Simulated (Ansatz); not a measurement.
This singlet lies within 0.05 eV of the relaxed triplet at the level frozen-core CCSD(T)/aug-cc-pVTZ // PBE-D3(BJ)/def2-SVPD (Ansatz, an electronic-structure program).

Cartesian coordinates (Å):
```xyz
5

B     -1.2532     0.4025    -0.0610
C      0.0956    -0.0433    -0.2043
C      1.3426    -0.4425    -0.2969
H     -2.2034     0.4377    -0.8153
H      2.0184    -0.3545     0.5862
```
Charge -1, spin multiplicity 1.

All values below come from Ansatz with frozen-core CCSD(T)/aug-cc-pVTZ // PBE-D3(BJ)/def2-SVPD. The restricted HF reference is unstable towards unrestricted orbitals.

The HF energy is -101.45660 Ha. The MP2 correlation energy is -0.42146 Ha.

Task: Estimate the CCSD correlation energy, the (T) correction, the total energy and the T1 diagnostic.

Result: 
- CCSD correlation energy: -0.44105 Ha
- (T) correction: -0.02815 Ha
- CCSD(T) total energy: -101.92580 Ha
- T1 diagnostic: 0.027
